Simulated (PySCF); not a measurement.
CH₆B₂S.
Z-matrix (Å and degrees, PBE0-D3(BJ)/def2-SVP geometry), rows numbered from 1:
```
B 
B   1  1.6640
S   2  1.7668  1  125.66
C   3  1.8196  2  105.44  1    -0.06
H   1  1.2124  2  121.93  3   -90.56
H   1  1.2126  2  122.00  3    89.81
H   2  1.2122  1  122.08  3   179.96
H   4  1.0986  3  110.73  2    61.52
H   4  1.0978  3  107.70  2  -179.62
H   4  1.0986  3  110.73  2   -60.73
```

The closed-shell ground state was solved at several levels (PySCF, density fitting, gas phase, non-relativistic).

```tsv
level	basis functions	total energy (Eh)	HOMO (eV)	LUMO (eV)	gap (eV)	dipole (D)
PBE0/pcSseg-1	105	-489.2861	-7.76	-1.89	5.87	1.57
HF/def2-SVPD	135	-488.0584	-10.27	1.56	11.83	1.53
B3LYP/def2-SVPD	135	-489.4294	-7.50	-2.10	5.40	1.49
BHandHLYP/def2-SVPD	135	-489.3438	-8.70	-0.85	7.85	1.49
PBE0/6-31G*	72	-489.2960	-7.60	-1.57	6.03	1.57
B3LYP/pcSseg-2	235	-489.6741	-7.48	-2.09	5.39	1.50
PBE0/def2-SVP	90	-489.1255	-7.65	-1.77	5.88	1.55
KT3/pcSseg-2	235	-494.0835	-6.66	-2.77	3.89	1.50
PBE0/def2-SVPD	135	-489.1341	-7.74	-1.90	5.84	1.54
PBE0/STO-3G	30	-483.8510	-5.10	1.56	6.66	1.39
PBE0/IGLO-III	209	-489.3636	-7.67	-1.87	5.80	1.53
```

**Question.** Estimate the row for PBE0/cc-pVTZ, a basis of 208 functions; the other rows only guide the guess.

**Answer.** Total energy -489.3651 Eh, HOMO -7.69 eV, LUMO -1.85 eV, gap 5.84 eV, dipole 1.52 D.

**Question.** Over all these levels, which gives the widest orbital gap and which the narrowest?

**Answer.** HF/def2-SVPD (Hartree–Fock, all exact exchange) has the widest, 11.83 eV, and KT3/pcSseg-2 (GGA) the narrowest, 3.89 eV. Functional and basis both differ between the two, so the spread mixes both effects. The HOMO need not be the same orbital at Hartree–Fock and at DFT levels.

**Question.** How much does the basis alone move the frontier levels among the 7 PBE0 rows (the withheld one included)?

**Answer.** The HOMO by 2.66 eV and the LUMO by 3.46 eV. By rising basis size (HOMO, LUMO in eV): STO-3G -5.10, 1.56; 6-31G* -7.60, -1.57; def2-SVP -7.65, -1.77; pcSseg-1 -7.76, -1.89; def2-SVPD -7.74, -1.90; cc-pVTZ -7.69, -1.85; IGLO-III -7.67, -1.87.

**Question.** In the def2-SVPD basis, how does the gap go with the fixed share of exact exchange?

**Answer.** B3LYP (20 %) 5.40 eV; PBE0 (25 %) 5.84 eV; BHandHLYP (50 %) 7.85 eV; HF (100 %) 11.83 eV. Each rise in the share widens the gap here.

**Question.** How far do the dipole and the HOMO energy spread over the levels?

**Answer.** The dipole runs from 1.39 to 1.57 D (mean 1.52 D) and the HOMO from -10.27 to -5.10 eV.

One conformer stands for the species.
